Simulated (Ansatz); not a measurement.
`N[Si](N)(N)N` + `[OH][K]` → `N[Si](N)(N)O` + `[NH2][K]`  (redistribution)

Computed with Ansatz on PBE0-D4/def2-TZVP structures; ΔE is electronic, products minus reactants. CCSD(T)/CBS adds triple-zeta CCSD(T) − MP2 to the extrapolated MP2 energy (def2 sets, frozen cores). Functionals use def2-TZVPP. B3LYP here is the variant with VWN-RPA as its local correlation; programs differ in this. For K outer-core shells are correlated without core-valence functions, which leaves a few kJ/mol of doubt a bond. Scalar relativity is left out up to krypton. Each species was taken in one conformer, which may not be the lowest.

```json
{"level": "BLYP-D4", "ΔE (kcal/mol)": "7.6"}
{"level": "B3LYP-D4", "ΔE (kcal/mol)": "7.5"}
{"level": "r2SCANh-D4", "ΔE (kcal/mol)": "6.9"}
{"level": "B3LYP", "ΔE (kcal/mol)": "6.9"}
```

Task: What does CCSD(T)/CBS give? (An estimate is asked.)

Result: The calculation gave: +7.6 kcal/mol. The listed levels differ from it by 0.0, -0.1, -0.7, -0.7 kcal/mol.

Largest T1 diagnostic among the species: 0.011.

Leaving LDA and LC-ωPBE aside and taking each functional with its dispersion term where it has one, the values, not all of them listed here, spread over 1.3 kcal/mol, from B97M-V to CAM-B3LYP-D4.
